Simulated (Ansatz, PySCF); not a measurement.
System: CH$_{5}$OSi, net charge 0, doublet state. SMILES: [SiH2]OC
Structure (B3LYP-D3(BJ)/def2-TZVP (Ansatz, a quantum-chemistry and plane-wave program) minimum search):
```
O
C 1 1.4191
H 2 1.0896 1 107.95
H 2 1.0933 3 108.81 1 120.36
H 2 1.0945 3 108.85 4 118.54
Si 1 1.6498 2 124.94 3 -164.94
H 6 1.4858 1 105.76 2 165.86
H 6 1.4962 7 110.89 1 118.84
```
Charge 0, spin multiplicity 2.

Property: size of the dipole moment, in D. Conventions: non-relativistic; no spin-orbit coupling; 6-31G* and kin with 6d, 5d where marked; 6-311+G** with 5d, 6d on Na to Ar in Ansatz; LANL2DZ with its own core potentials from Na on; UHF or UKS for open shells; dispersion terms only where a functional's name holds one. Ab initio and DFT rows: single points at B3LYP-D3(BJ) geometries (Ansatz).

| level | program | size of the dipole moment (D) |
|---|---|---|
| SVWN5/6-31G* | Ansatz | 1.37 |
| PBE/STO-3G | Ansatz | 1.06 |
| PBE/LANL2DZ | Ansatz | 1.59 |
| PBE/6-31G* | Ansatz | 1.32 |
| PBE/6-311+G** | Ansatz | 1.34 |
| BLYP/6-31G* | Ansatz | 1.33 |
| BP86/def2-SVP | PySCF | 1.34 |
| B3LYP/LANL2DZ | Ansatz | 1.65 |
| B3LYP/6-31G* | Ansatz | 1.32 |
| B3LYP/def2-SVP | Ansatz | 1.33 |
| B3LYP/cc-pVDZ | Ansatz | 1.28 |
| B3LYP/6-311+G** | Ansatz | 1.37 |
| M06-2X/6-311+G** | PySCF | 1.34 |
| B3PW91/6-31G* (5d) | PySCF | 1.33 |

No value to compare with is used here. The 14 habitual levels span 1.06 (PBE/STO-3G) to 1.65 D (B3LYP/LANL2DZ).

The levels are drawn from those run, B3LYP/6-31G* more often than the rest, none by its result; left out are runs that failed, that the program found above a lower state of the same kind, or whose <S^2> lies over 0.5 above the pure value.
